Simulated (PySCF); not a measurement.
# Excitation energies in several basis sets

Compound: C₂H₈BNO.
SMILES with atom numbers: `[CH3:1][NH:2][B:3]([CH3:4])[OH:5]` (hydrogens: H6, H7, H8 on C1; H9 on N2; H10, H11, H12 on C4; H13 on O5)

TDDFT with PBE0 (PySCF), vertical singlets, core orbitals frozen in the response, spherical d and f functions. The structure is a single PBE0-D3(BJ)/def2-SVP conformer in the gas phase; no vibrational or solvent corrections.

```
      basis  functions  diffuse  S1 (eV)  S2 (eV)  S3 (eV)  S4 (eV)  S5 (eV)  LUMO (eV)  α (au)
     6-31G*         86       no     7.77     8.02     8.28     8.87     9.03       2.37    42.7
    6-31+G*        106      yes     5.83     6.31     6.56     7.02     7.39       0.06    48.5
   def2-SVP        110       no     7.08     7.73     7.96     8.20     8.90       1.70    44.2
  def2-SVPD        167      yes     6.07     6.88     7.29     7.78     7.91       0.25    53.1
aug-cc-pVDZ        187      yes     5.70     6.19     6.41     6.68     7.01      -0.16    54.2
  def2-TZVP        203       no     6.47     7.19     7.58     7.77     8.30       0.85    50.7
 def2-TZVPD        260      yes     5.85     6.51     6.84     7.45     7.56       0.02    54.0
```

**Question.** How much do these states and the polarisability depend on the basis?

**Answer.** States are compared by their number. Against the largest diffuse basis here (def2-TZVPD, itself not a converged limit), sets without diffuse functions differ by up to 1.92 eV in S1 and 1.47 eV in S5; the smaller diffuse sets differ by up to 0.22 and 0.55 eV. State by state, the largest deviation of a set without diffuse functions is S1 1.92, S2 1.51, S3 1.43, S4 1.42, S5 1.47 eV. The same number needn't mean the same state in each row. Against def2-TZVPD the polarisability deviates by -21% in 6-31G*, -10% in 6-31+G*, -18% in def2-SVP, -2% in def2-SVPD, 0% in aug-cc-pVDZ, -6% in def2-TZVP. A single + in a Pople set puts diffuse functions on heavy atoms only.

Without π bonds the low states may be Rydberg-like; a valence basis with one diffuse set may place them up to an eV too high.
